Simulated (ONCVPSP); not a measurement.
## Scattering properties, ONCV potential for gallium (Ga)

| Quantity | Value |
| --- | --- |
| Element | Ga (Z = 31) |
| Generator | ONCVPSP 4.0.1 |
| Type | optimised norm-conserving Vanderbilt (ONCV) |
| Functional | PBEsol |
| Relativity | scalar-relativistic |
| Frozen core | [Ar] 3d10 |
| Valence charge | 3 |
| Reference configuration | 4s2 (charge +1) |
| Partial waves | 4s: rc 1.80 bohr, ncon 4, nbas 8, qcut 4.4 1/bohr, 1 projector; p scattering state at 0.19 Ha: rc 1.75 bohr, ncon 4, nbas 7, qcut 5.1 1/bohr, 1 projector |
| Local potential | polynomial inside 1.25 bohr (lpopt 4, dvloc0 3 Ha) |
| Core correction | Teter function, fcfact 3.5, rcfact 1.05 |

In the p channel the program set the typed energies aside and used 0.050 Ha.

The phase is arctan(r·R′/R) of the radial function R(r), unwrapped; energies in Ha, scanned from -2 to 5 Ha. A pole is an energy at which the radial function vanishes at the test radius. The pseudo phase is shifted by a multiple of π to meet the all-electron one at the reference energy, and phase errors are pseudo minus all-electron; the curves can meet again beyond the range given. Levels narrower than the energy grid can be missing from the lists of poles.

Task: For each channel, where are the poles, and over which energies does the pseudopotential scatter like the atom?

Result:

```
channel  radius (bohr)  reference energy (Ha)  poles, all-electron  poles, pseudo  unbroken range about the reference energy with phases within 0.05 rad  phase error 1 Ha above the reference energy (rad)
      s           1.82                  -0.60                 1.77     1.25, 3.41                                                              below 1.1                                             -0.015
      p           1.78                   0.05                 2.84           2.21                                                              below 2.0                                             -0.018
```

Phases in the s channel:

```json
{"E (Ha)": "-1.98", "all-electron": "0.930", "pseudo": "0.916"}
{"E (Ha)": "-1.62", "all-electron": "0.713", "pseudo": "0.698"}
{"E (Ha)": "-1.26", "all-electron": "0.311", "pseudo": "0.297"}
{"E (Ha)": "-0.90", "all-electron": "-0.306", "pseudo": "-0.310"}
{"E (Ha)": "-0.54", "all-electron": "-0.829", "pseudo": "-0.829"}
{"E (Ha)": "-0.18", "all-electron": "-1.121", "pseudo": "-1.125"}
{"E (Ha)": "0.18", "all-electron": "-1.285", "pseudo": "-1.296"}
{"E (Ha)": "0.54", "all-electron": "-1.387", "pseudo": "-1.407"}
{"E (Ha)": "0.90", "all-electron": "-1.458", "pseudo": "-1.491"}
{"E (Ha)": "1.26", "all-electron": "-1.511", "pseudo": "-1.572"}
{"E (Ha)": "1.62", "all-electron": "-1.555", "pseudo": "-1.687"}
{"E (Ha)": "1.98", "all-electron": "-1.593", "pseudo": "-2.134"}
{"E (Ha)": "2.34", "all-electron": "-1.629", "pseudo": "-4.330"}
{"E (Ha)": "2.70", "all-electron": "-1.667", "pseudo": "-4.581"}
{"E (Ha)": "3.06", "all-electron": "-1.707", "pseudo": "-4.662"}
{"E (Ha)": "3.42", "all-electron": "-1.755", "pseudo": "-4.713"}
{"E (Ha)": "3.78", "all-electron": "-1.818", "pseudo": "-4.754"}
{"E (Ha)": "4.14", "all-electron": "-1.910", "pseudo": "-4.794"}
{"E (Ha)": "4.50", "all-electron": "-2.063", "pseudo": "-4.837"}
{"E (Ha)": "4.86", "all-electron": "-2.369", "pseudo": "-4.891"}
```
